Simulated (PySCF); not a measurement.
Constitutional and geometric isomers with formula C3H10Si. All species are isolated molecules in the gas phase. One relaxed conformer stands for each flexible species; it need not be the lowest. Strings in code marks are SMILES.

The S1 excitation (TDA) from two functionals at the same geometries (PBE0-D3(BJ)/def2-TZVP), both in PySCF: PBE-D3(BJ)/def2-TZVP and TPSSh-D3(BJ)/def2-TZVP. Excitations are Tamm–Dancoff values on a coarser integration grid. The basis has no diffuse functions, so Rydberg states are missing or too high.

| species | TPSSh-D3(BJ)/def2-TZVP (eV) |
|---|---|
| `C[SiH](C)C` | 8.27 |
| `C[SiH2]CC` (C–C–Si–C torsion 180°) | 7.85 |
| `CCC[SiH3]` (C–C–C–Si torsion 180°) | 7.92 |

Task: What does PBE-D3(BJ)/def2-TZVP give for each?

Result: 
- `C[SiH](C)C`: 7.61
- `C[SiH2]CC` (C–C–Si–C torsion 180°): 7.22
- `CCC[SiH3]` (C–C–C–Si torsion 180°): 7.36
Over these rows, drawn at random from the members with no instability flagged (it was tested for open shells, ions and some series alone), PBE minus TPSSh-D3(BJ): mean -0.61 eV, from -0.65 eV to -0.57 eV.
